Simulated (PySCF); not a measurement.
Computed properties of AlClH₃NO, SMILES [Al]([OH])([NH2])[Cl]

AlClH3NO, SMILES [Al]([Cl])([OH])[NH2]. Geometry: PBE0-D3(BJ)/def2-SVP. One conformer was computed; it need not be the lowest. All values are computed for the isolated molecule unless a solvent is named; none is compared with measurement here.

**Structure.** The optimised structure has Cs symmetry. All 15 harmonic modes at PBE0-D3(BJ)/def2-SVP (PySCF) are real, so it is a minimum. With heavy atoms numbered as in [Al:1]([Cl:2])([OH:3])[NH2:5], the shortest bond between them is Al1–O3 at 1.692 Å and the longest Al1–Cl2 at 2.095 Å.

**Vibrations.** The strongest infrared lines (harmonic, unscaled, degenerate partners summed) lie at 392 cm⁻¹ (194 km/mol, H 81 %, N 18 %), 827 cm⁻¹ (184 km/mol, Al 39 %, N 33 %, H 14 %, O 13 %), 484 cm⁻¹ (152 km/mol, H 69 %, Cl 15 %, O 9 %). The softest mode is at 177 cm⁻¹ and the zero-point energy is 25.6 kcal/mol.

**Electronic structure.** M06-2X/def2-TZVPD (PySCF) places the frontier levels at -9.26 and -0.60 eV, a gap of 8.66 eV, and gives a dipole moment of 3.30 D and a mean polarisability of 49.2 bohr³.

**Excitations.** TDDFT-ωB97X/def2-SVPD (PySCF) has S1 at 6.27 eV (198 nm, f = 0.043, weak); the most intense of the 10 singlets computed lies at 8.27 eV (f = 0.25). T1 (TDA) is at 6.03 eV. No vertical singlet excitation falls in the visible range (under 3.1 eV).

**NMR.** GIAO shifts at KT2/pcSseg-1 (PySCF) (non-relativistic, atoms alike by connectivity averaged): ¹H from 0.6 to 1.6 ppm against TMS. Without spin–orbit terms, shifts of atoms bonded to Cl or Br come out too high.
